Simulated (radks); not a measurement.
The numbers below are computed, except where a source is named.
Species: Cl10+. Configuration: [He] 2s2 2p3. Code: a radial shooting solver on a logarithmic mesh with Libxc functionals. Model: Dirac Kohn-Sham, BLYP, spin-unpolarised, spherical densities, finite nucleus; open shells fill j = l - 1/2 first; Fermi nuclear charge, rms radius 3.3654 fm.

Unscreened Slater integrals over Kohn-Sham orbitals (hartree). Large and small components are both included. Empty in this configuration: 3s1/2.

| integral | value |
|---|---|
| F0(2p3/2,2p3/2) | 2.5102 |
| F2(2p3/2,2p3/2) | 1.1887 |
| F0(2p3/2,2p1/2) | 2.5167 |
| G2(2p3/2,2p1/2) | 1.1884 |
| F0(2p3/2,2s1/2) | 2.3238 |
| G1(2p3/2,2s1/2) | 1.3476 |
| F0(2p3/2,1s1/2) | 3.4370 |
| G1(2p3/2,1s1/2) | 0.56753 |
| F0(2p3/2,3s1/2) | 1.1240 |
| G1(2p3/2,3s1/2) | 0.11254 |
| F0(2p1/2,2p1/2) | 2.5232 |
| F0(2p1/2,2s1/2) | 2.3287 |
| G1(2p1/2,2s1/2) | 1.3460 |
| F0(2p1/2,1s1/2) | 3.4581 |
| G1(2p1/2,1s1/2) | 0.57191 |
| F0(2p1/2,3s1/2) | 1.1249 |
| G1(2p1/2,3s1/2) | 0.11266 |
| F0(2s1/2,2s1/2) | 2.2029 |
| F0(2s1/2,1s1/2) | 3.0938 |
| G0(2s1/2,1s1/2) | 0.28559 |
| F0(2s1/2,3s1/2) | 1.1035 |
| G0(2s1/2,3s1/2) | 0.089353 |
| F0(1s1/2,1s1/2) | 10.372 |
| F0(1s1/2,3s1/2) | 1.2747 |
| G0(1s1/2,3s1/2) | 0.057823 |
| F0(3s1/2,3s1/2) | 0.86025 |
